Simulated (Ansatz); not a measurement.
Saddle point of SnH₆SO, singlet (SnH₄S ([SH][SnH3]) + H₂O → SnH₄O ([OH][SnH3]) + H₂S; bonds formed: Sn1–O7, S2–H6; bonds broken: Sn1–S2, H6–O7), PBE0-D4/def2-TZVP structure:

```
9
angstrom
Sn -0.7663 0.7931 -0.0286
S 0.7947 -1.1716 1.5195
H -1.3771 1.4602 -1.4994
H -2.0636 0.0313 0.7590
H 0.1500 1.9786 0.7611
H 0.7728 -1.1021 -0.1312
O 0.4750 -0.5162 -1.1250
H 1.9230 -0.4481 1.5926
H 0.0915 -1.0249 -1.8481
```

Energies are electronic, without zero-point energy. Barriers and step energies count from the start structure reached by relaxing down the imaginary mode; all methods use the PBE0-D4 structures, on which another method's saddle can fall below an end. Ansatz 0.2.0; basis: def2-TZVPP, with def2-QZVPP for the basis limit; cores frozen in the correlated methods. Filled d shells of the heavier atoms are correlated. Core potentials replace the inner electrons of the atoms past krypton. The def2 sets are not built for correlating such inner shells, so the correlated values are less sure here. B3LYP uses VWN-RPA correlation. Extrapolation: Hartree–Fock as exp(−7.88 √X), correlation as X^−2.97.

```tsv
method	barrier (kcal/mol)	step energy (kcal/mol)
SPW92	?	12.37
PBE-D4	20.83	12.15
BLYP-D4	22.36	10.08
r2SCAN-D4	21.95	11.43
B97M-V	24.59	10.18
PBE0-D4	24.37	13.04
B3LYP-D4	25.07	10.93
r2SCAN0-D4	24.93	12.52
BHLYP-D4	28.76	11.53
CAM-B3LYP-D4	?	9.95
wB97X-V	26.41	10.61
wB97M-V	?	11.53
B2PLYP	26.15	10.58
PBE-QIDH	26.48	12.67
RPA on PBE	27.30	9.80
HF	36.85	10.82
MP2	26.68	11.68
CCSD	29.74	10.99
CCSD(T)	27.71	11.03
```

(1) Fill in the withheld barriers. (An estimate is asked for; the value comes from the calculation.)

T1 diagnostic: at most 0.014.

## Answers

(1) The calculation gives: CAM-B3LYP-D4 25.63; wB97M-V 26.29; SPW92 15.45 kcal/mol. Each is the energy of the saddle less that of the start structure, by the same method.

For comparison, the barrier by CCSD(T) at an estimated basis limit (MP2 extrapolated from triple and quadruple zeta, plus CCSD(T) − MP2 in triple zeta) is 26.50 kcal/mol.

Labels in which every atom is bracketed show which atoms are joined, not bond orders.

For scale, one of the runs: CCSD(T)/def2-TZVPP, 207 basis functions, launched by `ansatz run in.yaml --threads 4 --pin off --events-out ev --progress --plain --max-ram 9574MiB`. Time: 71 s of wall clock on 4 CPU threads of an Arm Neoverse V2; the host was shared. Peak host memory: 3 GiB.
